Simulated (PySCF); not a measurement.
**How methods differ on the excitation energy of Sm²⁺**

Sm²⁺ [Xe] 4f6 (7F) → Sm²⁺ [Xe] 4f5 6p1 (high-spin determinant), as a difference of total energies. Computed with PySCF 2.14 in ANO-RCC-VTZP, with the spin-free X2C one-electron Hamiltonian (Gaussian nucleus). Correlated levels: valence: [Kr] 4d10 frozen; valence and next inner shell: [Ar] 3d10 frozen. The calculations carry no spin-orbit coupling.

| method | excitation energy (eV) |
| --- | --- |
| UHF | 7.407 |
| LDA | 10.224 |
| PBE | 9.808 |
| PBE0 | 9.431 |
| r2SCAN | 9.548 |
| MP2 (valence) | 9.311 |
| SCS-MP2 (valence) | 8.470 |
| MP2 (valence and next inner shell) | 9.595 |
| SCS-MP2 (valence and next inner shell) | 8.769 |

Question: How much does correlation contribute at MP2 (valence and next inner shell)?

Answer: 9.595 − (7.407) = 2.188 eV, measured against UHF.

A first-order spin-orbit estimate (lowest level to lowest level, LS coupling) adds -0.309 eV.

The basis was made for the ground configuration and has no added diffuse functions, so the excitation energy can come out too high.

The determinant of the upper state mixes LS terms, which raises its energy above the lowest term, most at the Hartree-Fock and MP2 levels.
